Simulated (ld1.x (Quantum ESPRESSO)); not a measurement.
## Building the ultrasoft potential for Ho (Z = 67) (PBE, scalar-relativistic).

ld1.x (Quantum ESPRESSO) 7.5 input, shortened:

```
&input
   title='Ho', zed=67., rel=1, dft='PBE', iswitch=3,
   config='[Xe] 4f11 5d0 6s0.5 6p0'
 /
 &inputp
   pseudotype=3, tm=.true., lloc=-1, rcloc=3.35,
   nlcc=.false.,
   which_augfun='PSQ', rmatch_augfun=1.25
 /
8
5S  1  0   2.00   0.00  1.65  1.95  0.0
6S  2  0   0.50   0.00  1.65  1.95  0.0
5P  2  1   6.00   0.00  2.20  2.50  0.0
6P  3  1   0.00   0.00  2.20  2.50  0.0
5D  3  2   0.00   0.00  3.10  3.85  0.0
5D  3  2   0.00  -0.05  3.10  3.85  0.0
4F  4  3  11.00   0.00  1.30  1.60  0.0
4F  4  3   0.00  -0.55  1.30  1.60  0.0
 &test
   configts(1)='4f11 5s2 5p6 5d0 6s0.5 6p0'
 /
```

Poles of the logarithmic derivatives, all-electron (AE) and pseudo (PS). s: poles at -4.5, -0.4, 2.8 (AE) and -4.5, -0.4, 2.8 (PS) Ry. p: poles at -2.6, 0.3, 3.7 (AE) and -2.6, 0.3, 3.7 (PS) Ry. d: poles at -0.6, 1.6 (AE) and -0.6, 1.4 (PS) Ry. f: poles at -1.0, 1.0, 3.7 (AE) and -1.0, 1.1, 4.1 (PS) Ry. Test radius 4.22 bohr.

- Cutoffs needed: 60 Ry and 90 Ry (the cutoffs (Ry, on a coarse ladder) from which the occupation-weighted sum of valence levels, in a spherical-Bessel basis at the reference potential, stays within 10 and 1 mRy of its value at 400 Ry)
- Ghost test: no extra level below or beside the all-electron valence levels (s, p, d, f tested) (spherical-Bessel basis up to 400 Ry, 20 bohr box)
- Configuration tests: test run stopped at test 4 of 7 (negative rho)
- Lowest eigenvalue of the overlap operator: 0.09 (p channel)
- Density cutoff estimated by the generator: 360 Ry
